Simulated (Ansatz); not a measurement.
`C[S][Hf]([F])([F])[F]`, charge 0, multiplicity 1.

(1) Give a relaxed structure at PBE0-D4/def2-TZVP (Ansatz). (Best estimate.)

Results:

(1) The calculation gave: 
Z-matrix (Å, degrees):
```
C
Hf 1 3.040
S 1 1.831 2 52.5
H 1 1.088 2 124.8 3 87.6
H 1 1.097 2 61.8 3 -180.0
H 1 1.088 2 124.8 3 -87.6
F 2 1.896 1 146.4 3 -0.1
F 2 1.902 1 87.4 3 126.0
F 2 1.902 1 87.4 3 -126.2
```
Point group Cs.
This is one stationary point; other conformers may exist.
